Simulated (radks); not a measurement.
In I, 49 electrons, occupied as [Kr] 4d10 5s2 5p1. Calculated with a radial shooting solver on a logarithmic mesh with Libxc functionals: Dirac Kohn-Sham, PBE, spin-unpolarised, spherical densities, finite nucleus; open shells are shared between the two j in proportion to 2j + 1; Fermi nuclear charge, rms radius 4.6156 fm.

Normalised radial functions P(r) = r R(r) (large component), r in bohr:

```
   r/bohr * 4p3/2, o 4d3/2, + 5p3/2 (the largest magnitude, 1.17, reaches the edge; | marks zero, & curves that meet)
 0.003399                             &
 0.004606                             &
 0.006193                             &
 0.008393                             &*
  0.01128                             &*
  0.01529                             & *
  0.02073                             o+ *
  0.02786                             o+   *
  0.03776                             |o+    *
  0.05077                             | &      *
  0.06881                             | +o      *
  0.09251                             | +   o *
   0.1254                             + *      o
   0.1686                      *     +|          o
   0.2285               *          +  |           o
   0.3096                *         +  |       o
   0.4163                           o*+
   0.5642                o            |   +            *
   0.7585        o                    |    +                     *
    1.028      o                      | +                     *
    1.382           o             +   |             *
    1.873                  o +        |    *
    2.518                 +      o    |*
    3.413                 +         o *
    4.626                    +        &
    6.219                       +     &
    8.428                          +  &
    11.33                            +&
```

4p3/2: eigenvalue -76.029 eV, 2 radial nodes at r = 0.134, 0.422 bohr, <r> = 0.932 bohr, 90 % of the charge inside 1.37 bohr. 4d3/2: eigenvalue -19.131 eV, 1 radial node at r = 0.399 bohr, <r> = 1.17 bohr, 90 % of the charge inside 1.85 bohr. 5p3/2: eigenvalue -2.427 eV, 3 radial nodes at r = 0.133, 0.411, 1.15 bohr, <r> = 3.81 bohr, 90 % of the charge inside 5.99 bohr.
